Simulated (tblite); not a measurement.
Species: C6H13N.
Atom-mapped SMILES: `[CH3:1]/[CH:2]=[CH:3]\[CH2:4][NH:5][CH2:6][CH3:7]` (hydrogens: H8, H9, H10 on C1; H11 on C2; H12 on C3; H13, H14 on C4; H15 on N5; H16, H17 on C6; H18, H19, H20 on C7)

Computed with GFN2-xTB (tblite), gas phase: Langevin dynamics at 200 K from the optimised GFN2-xTB geometry, time step 0.5 fs, friction 0.01 fs⁻¹, 2000 steps. The instantaneous temperature is 2·E(kin)/(3Nk) with all 3N coordinates.

```json
{"t (fs)": "0", "T (K)": "164", "E(pot) above start (eV)": "0.000", "C1–C2 (Å)": "1.494", "C2=C3 (Å)": "1.325", "C3–C4 (Å)": "1.510", "C4–N5 (Å)": "1.457", "N5–C6 (Å)": "1.452", "C1–H8 (Å)": "1.091", "C2–C3–C4–N5 (°)": "-72"}
{"t (fs)": "25", "T (K)": "109", "E(pot) above start (eV)": "0.293", "C1–C2 (Å)": "1.503", "C2=C3 (Å)": "1.329", "C3–C4 (Å)": "1.511", "C4–N5 (Å)": "1.468", "N5–C6 (Å)": "1.458", "C1–H8 (Å)": "1.074", "C2–C3–C4–N5 (°)": "-81"}
{"t (fs)": "50", "T (K)": "103", "E(pot) above start (eV)": "0.264", "C1–C2 (Å)": "1.519", "C2=C3 (Å)": "1.342", "C3–C4 (Å)": "1.502", "C4–N5 (Å)": "1.462", "N5–C6 (Å)": "1.421", "C1–H8 (Å)": "1.111", "C2–C3–C4–N5 (°)": "-77"}
{"t (fs)": "75", "T (K)": "124", "E(pot) above start (eV)": "0.211", "C1–C2 (Å)": "1.500", "C2=C3 (Å)": "1.318", "C3–C4 (Å)": "1.497", "C4–N5 (Å)": "1.445", "N5–C6 (Å)": "1.442", "C1–H8 (Å)": "1.119", "C2–C3–C4–N5 (°)": "-69"}
{"t (fs)": "100", "T (K)": "148", "E(pot) above start (eV)": "0.317", "C1–C2 (Å)": "1.492", "C2=C3 (Å)": "1.330", "C3–C4 (Å)": "1.485", "C4–N5 (Å)": "1.469", "N5–C6 (Å)": "1.480", "C1–H8 (Å)": "1.077", "C2–C3–C4–N5 (°)": "-75"}
{"t (fs)": "125", "T (K)": "158", "E(pot) above start (eV)": "0.372", "C1–C2 (Å)": "1.478", "C2=C3 (Å)": "1.346", "C3–C4 (Å)": "1.500", "C4–N5 (Å)": "1.476", "N5–C6 (Å)": "1.443", "C1–H8 (Å)": "1.089", "C2–C3–C4–N5 (°)": "-80"}
{"t (fs)": "150", "T (K)": "145", "E(pot) above start (eV)": "0.377", "C1–C2 (Å)": "1.490", "C2=C3 (Å)": "1.327", "C3–C4 (Å)": "1.509", "C4–N5 (Å)": "1.474", "N5–C6 (Å)": "1.421", "C1–H8 (Å)": "1.107", "C2–C3–C4–N5 (°)": "-77"}
{"t (fs)": "175", "T (K)": "190", "E(pot) above start (eV)": "0.305", "C1–C2 (Å)": "1.496", "C2=C3 (Å)": "1.321", "C3–C4 (Å)": "1.491", "C4–N5 (Å)": "1.509", "N5–C6 (Å)": "1.442", "C1–H8 (Å)": "1.096", "C2–C3–C4–N5 (°)": "-87"}
{"t (fs)": "200", "T (K)": "126", "E(pot) above start (eV)": "0.518", "C1–C2 (Å)": "1.504", "C2=C3 (Å)": "1.318", "C3–C4 (Å)": "1.472", "C4–N5 (Å)": "1.494", "N5–C6 (Å)": "1.408", "C1–H8 (Å)": "1.054", "C2–C3–C4–N5 (°)": "-84"}
{"t (fs)": "225", "T (K)": "170", "E(pot) above start (eV)": "0.280", "C1–C2 (Å)": "1.488", "C2=C3 (Å)": "1.328", "C3–C4 (Å)": "1.506", "C4–N5 (Å)": "1.479", "N5–C6 (Å)": "1.430", "C1–H8 (Å)": "1.072", "C2–C3–C4–N5 (°)": "-87"}
{"t (fs)": "250", "T (K)": "205", "E(pot) above start (eV)": "0.344", "C1–C2 (Å)": "1.500", "C2=C3 (Å)": "1.320", "C3–C4 (Å)": "1.547", "C4–N5 (Å)": "1.448", "N5–C6 (Å)": "1.471", "C1–H8 (Å)": "1.110", "C2–C3–C4–N5 (°)": "-86"}
{"t (fs)": "275", "T (K)": "141", "E(pot) above start (eV)": "0.586", "C1–C2 (Å)": "1.550", "C2=C3 (Å)": "1.311", "C3–C4 (Å)": "1.533", "C4–N5 (Å)": "1.413", "N5–C6 (Å)": "1.469", "C1–H8 (Å)": "1.097", "C2–C3–C4–N5 (°)": "-85"}
{"t (fs)": "300", "T (K)": "202", "E(pot) above start (eV)": "0.394", "C1–C2 (Å)": "1.497", "C2=C3 (Å)": "1.342", "C3–C4 (Å)": "1.510", "C4–N5 (Å)": "1.446", "N5–C6 (Å)": "1.494", "C1–H8 (Å)": "1.056", "C2–C3–C4–N5 (°)": "-90"}
{"t (fs)": "325", "T (K)": "160", "E(pot) above start (eV)": "0.497", "C1–C2 (Å)": "1.469", "C2=C3 (Å)": "1.341", "C3–C4 (Å)": "1.477", "C4–N5 (Å)": "1.459", "N5–C6 (Å)": "1.473", "C1–H8 (Å)": "1.097", "C2–C3–C4–N5 (°)": "-90"}
{"t (fs)": "350", "T (K)": "224", "E(pot) above start (eV)": "0.378", "C1–C2 (Å)": "1.477", "C2=C3 (Å)": "1.307", "C3–C4 (Å)": "1.502", "C4–N5 (Å)": "1.457", "N5–C6 (Å)": "1.450", "C1–H8 (Å)": "1.139", "C2–C3–C4–N5 (°)": "-100"}
{"t (fs)": "375", "T (K)": "176", "E(pot) above start (eV)": "0.540", "C1–C2 (Å)": "1.513", "C2=C3 (Å)": "1.327", "C3–C4 (Å)": "1.497", "C4–N5 (Å)": "1.452", "N5–C6 (Å)": "1.445", "C1–H8 (Å)": "1.091", "C2–C3–C4–N5 (°)": "-92"}
{"t (fs)": "400", "T (K)": "181", "E(pot) above start (eV)": "0.499", "C1–C2 (Å)": "1.528", "C2=C3 (Å)": "1.344", "C3–C4 (Å)": "1.510", "C4–N5 (Å)": "1.462", "N5–C6 (Å)": "1.445", "C1–H8 (Å)": "1.055", "C2–C3–C4–N5 (°)": "-100"}
{"t (fs)": "425", "T (K)": "171", "E(pot) above start (eV)": "0.497", "C1–C2 (Å)": "1.526", "C2=C3 (Å)": "1.337", "C3–C4 (Å)": "1.488", "C4–N5 (Å)": "1.473", "N5–C6 (Å)": "1.463", "C1–H8 (Å)": "1.114", "C2–C3–C4–N5 (°)": "-108"}
{"t (fs)": "450", "T (K)": "211", "E(pot) above start (eV)": "0.405", "C1–C2 (Å)": "1.542", "C2=C3 (Å)": "1.302", "C3–C4 (Å)": "1.478", "C4–N5 (Å)": "1.461", "N5–C6 (Å)": "1.445", "C1–H8 (Å)": "1.104", "C2–C3–C4–N5 (°)": "-99"}
{"t (fs)": "475", "T (K)": "170", "E(pot) above start (eV)": "0.436", "C1–C2 (Å)": "1.520", "C2=C3 (Å)": "1.321", "C3–C4 (Å)": "1.514", "C4–N5 (Å)": "1.494", "N5–C6 (Å)": "1.488", "C1–H8 (Å)": "1.067", "C2–C3–C4–N5 (°)": "-104"}
{"t (fs)": "500", "T (K)": "222", "E(pot) above start (eV)": "0.435", "C1–C2 (Å)": "1.517", "C2=C3 (Å)": "1.358", "C3–C4 (Å)": "1.487", "C4–N5 (Å)": "1.421", "N5–C6 (Å)": "1.441", "C1–H8 (Å)": "1.073", "C2–C3–C4–N5 (°)": "-100"}
{"t (fs)": "525", "T (K)": "216", "E(pot) above start (eV)": "0.451", "C1–C2 (Å)": "1.507", "C2=C3 (Å)": "1.325", "C3–C4 (Å)": "1.513", "C4–N5 (Å)": "1.409", "N5–C6 (Å)": "1.447", "C1–H8 (Å)": "1.088", "C2–C3–C4–N5 (°)": "-92"}
{"t (fs)": "550", "T (K)": "250", "E(pot) above start (eV)": "0.376", "C1–C2 (Å)": "1.474", "C2=C3 (Å)": "1.301", "C3–C4 (Å)": "1.526", "C4–N5 (Å)": "1.453", "N5–C6 (Å)": "1.478", "C1–H8 (Å)": "1.090", "C2–C3–C4–N5 (°)": "-103"}
{"t (fs)": "575", "T (K)": "212", "E(pot) above start (eV)": "0.523", "C1–C2 (Å)": "1.533", "C2=C3 (Å)": "1.340", "C3–C4 (Å)": "1.516", "C4–N5 (Å)": "1.462", "N5–C6 (Å)": "1.419", "C1–H8 (Å)": "1.099", "C2–C3–C4–N5 (°)": "-92"}
{"t (fs)": "600", "T (K)": "209", "E(pot) above start (eV)": "0.440", "C1–C2 (Å)": "1.511", "C2=C3 (Å)": "1.352", "C3–C4 (Å)": "1.507", "C4–N5 (Å)": "1.504", "N5–C6 (Å)": "1.467", "C1–H8 (Å)": "1.065", "C2–C3–C4–N5 (°)": "-85"}
{"t (fs)": "625", "T (K)": "227", "E(pot) above start (eV)": "0.473", "C1–C2 (Å)": "1.503", "C2=C3 (Å)": "1.304", "C3–C4 (Å)": "1.492", "C4–N5 (Å)": "1.453", "N5–C6 (Å)": "1.433", "C1–H8 (Å)": "1.114", "C2–C3–C4–N5 (°)": "-75"}
{"t (fs)": "650", "T (K)": "189", "E(pot) above start (eV)": "0.532", "C1–C2 (Å)": "1.501", "C2=C3 (Å)": "1.319", "C3–C4 (Å)": "1.547", "C4–N5 (Å)": "1.416", "N5–C6 (Å)": "1.462", "C1–H8 (Å)": "1.104", "C2–C3–C4–N5 (°)": "-76"}
{"t (fs)": "675", "T (K)": "162", "E(pot) above start (eV)": "0.529", "C1–C2 (Å)": "1.493", "C2=C3 (Å)": "1.350", "C3–C4 (Å)": "1.531", "C4–N5 (Å)": "1.427", "N5–C6 (Å)": "1.513", "C1–H8 (Å)": "1.071", "C2–C3–C4–N5 (°)": "-80"}
{"t (fs)": "700", "T (K)": "182", "E(pot) above start (eV)": "0.480", "C1–C2 (Å)": "1.479", "C2=C3 (Å)": "1.315", "C3–C4 (Å)": "1.498", "C4–N5 (Å)": "1.453", "N5–C6 (Å)": "1.521", "C1–H8 (Å)": "1.091", "C2–C3–C4–N5 (°)": "-74"}
{"t (fs)": "725", "T (K)": "140", "E(pot) above start (eV)": "0.430", "C1–C2 (Å)": "1.511", "C2=C3 (Å)": "1.300", "C3–C4 (Å)": "1.525", "C4–N5 (Å)": "1.436", "N5–C6 (Å)": "1.441", "C1–H8 (Å)": "1.098", "C2–C3–C4–N5 (°)": "-66"}
{"t (fs)": "750", "T (K)": "147", "E(pot) above start (eV)": "0.394", "C1–C2 (Å)": "1.498", "C2=C3 (Å)": "1.330", "C3–C4 (Å)": "1.525", "C4–N5 (Å)": "1.470", "N5–C6 (Å)": "1.462", "C1–H8 (Å)": "1.110", "C2–C3–C4–N5 (°)": "-82"}
{"t (fs)": "775", "T (K)": "187", "E(pot) above start (eV)": "0.278", "C1–C2 (Å)": "1.497", "C2=C3 (Å)": "1.331", "C3–C4 (Å)": "1.488", "C4–N5 (Å)": "1.446", "N5–C6 (Å)": "1.458", "C1–H8 (Å)": "1.072", "C2–C3–C4–N5 (°)": "-90"}
{"t (fs)": "800", "T (K)": "157", "E(pot) above start (eV)": "0.415", "C1–C2 (Å)": "1.501", "C2=C3 (Å)": "1.327", "C3–C4 (Å)": "1.518", "C4–N5 (Å)": "1.414", "N5–C6 (Å)": "1.421", "C1–H8 (Å)": "1.103", "C2–C3–C4–N5 (°)": "-88"}
{"t (fs)": "825", "T (K)": "149", "E(pot) above start (eV)": "0.465", "C1–C2 (Å)": "1.491", "C2=C3 (Å)": "1.322", "C3–C4 (Å)": "1.511", "C4–N5 (Å)": "1.505", "N5–C6 (Å)": "1.499", "C1–H8 (Å)": "1.087", "C2–C3–C4–N5 (°)": "-89"}
{"t (fs)": "850", "T (K)": "156", "E(pot) above start (eV)": "0.487", "C1–C2 (Å)": "1.484", "C2=C3 (Å)": "1.348", "C3–C4 (Å)": "1.473", "C4–N5 (Å)": "1.467", "N5–C6 (Å)": "1.424", "C1–H8 (Å)": "1.086", "C2–C3–C4–N5 (°)": "-82"}
{"t (fs)": "875", "T (K)": "203", "E(pot) above start (eV)": "0.601", "C1–C2 (Å)": "1.534", "C2=C3 (Å)": "1.343", "C3–C4 (Å)": "1.462", "C4–N5 (Å)": "1.433", "N5–C6 (Å)": "1.418", "C1–H8 (Å)": "1.092", "C2–C3–C4–N5 (°)": "-92"}
{"t (fs)": "900", "T (K)": "160", "E(pot) above start (eV)": "0.625", "C1–C2 (Å)": "1.522", "C2=C3 (Å)": "1.312", "C3–C4 (Å)": "1.543", "C4–N5 (Å)": "1.418", "N5–C6 (Å)": "1.453", "C1–H8 (Å)": "1.116", "C2–C3–C4–N5 (°)": "-89"}
{"t (fs)": "925", "T (K)": "236", "E(pot) above start (eV)": "0.494", "C1–C2 (Å)": "1.478", "C2=C3 (Å)": "1.323", "C3–C4 (Å)": "1.514", "C4–N5 (Å)": "1.464", "N5–C6 (Å)": "1.473", "C1–H8 (Å)": "1.093", "C2–C3–C4–N5 (°)": "-100"}
{"t (fs)": "950", "T (K)": "148", "E(pot) above start (eV)": "0.732", "C1–C2 (Å)": "1.478", "C2=C3 (Å)": "1.332", "C3–C4 (Å)": "1.483", "C4–N5 (Å)": "1.450", "N5–C6 (Å)": "1.451", "C1–H8 (Å)": "1.062", "C2–C3–C4–N5 (°)": "-96"}
{"t (fs)": "975", "T (K)": "238", "E(pot) above start (eV)": "0.437", "C1–C2 (Å)": "1.539", "C2=C3 (Å)": "1.343", "C3–C4 (Å)": "1.521", "C4–N5 (Å)": "1.447", "N5–C6 (Å)": "1.467", "C1–H8 (Å)": "1.115", "C2–C3–C4–N5 (°)": "-86"}
{"t (fs)": "1000", "T (K)": "218", "E(pot) above start (eV)": "0.442", "C1–C2 (Å)": "1.496", "C2=C3 (Å)": "1.315", "C3–C4 (Å)": "1.528", "C4–N5 (Å)": "1.433", "N5–C6 (Å)": "1.463", "C1–H8 (Å)": "1.091", "C2–C3–C4–N5 (°)": "-86"}
```

**Question.** From 500 fs on, how do temperature and potential energy compare with equipartition?

**Answer.** The mean temperature of these 21 frames is 191 K against the target 200 K, and the mean potential energy 0.48 eV against 54 × kT/2 = 0.47 eV for 54 classical harmonic modes. For 20 atoms in a canonical ensemble the temperature itself scatters by T·√(2/(3N)) = 37 K; here its standard deviation is 34 K. The whole run lasts only 10 friction times of 100 fs, so these averages carry a wide statistical error.

**Question.** What are the kinetic and total energies of the listed frame with the highest potential energy?

**Answer.** The one at 950 fs, 0.732 eV above the start. Its kinetic energy is 3NkT/2 = 0.383 eV at 148 K, so the sum is 1.11 eV; over the listed frames the sum runs from 0.42 to 1.13 eV, since the thermostat adds and removes energy.

**Question.** How much do the listed bonds fluctuate from 500 fs on?

**Answer.** 
```json
{"bond": "C1–C2", "at the start (Å)": "1.494", "mean (Å)": "1.502", "standard deviation (Å)": "0.019"}
{"bond": "C2=C3", "at the start (Å)": "1.325", "mean (Å)": "1.328", "standard deviation (Å)": "0.017"}
{"bond": "C3–C4", "at the start (Å)": "1.510", "mean (Å)": "1.510", "standard deviation (Å)": "0.022"}
{"bond": "C4–N5", "at the start (Å)": "1.457", "mean (Å)": "1.447", "standard deviation (Å)": "0.026"}
{"bond": "N5–C6", "at the start (Å)": "1.452", "mean (Å)": "1.458", "standard deviation (Å)": "0.028"}
{"bond": "C1–H8", "at the start (Å)": "1.091", "mean (Å)": "1.091", "standard deviation (Å)": "0.016"}
```

The motion is classical and holds no zero-point motion.

What follows is the cost of the whole dynamics run. On one thread, AMD EPYC 7R43 (x86_64), no GPU, shared host, this took 14 s wall and 0.18 GiB of memory at its peak.
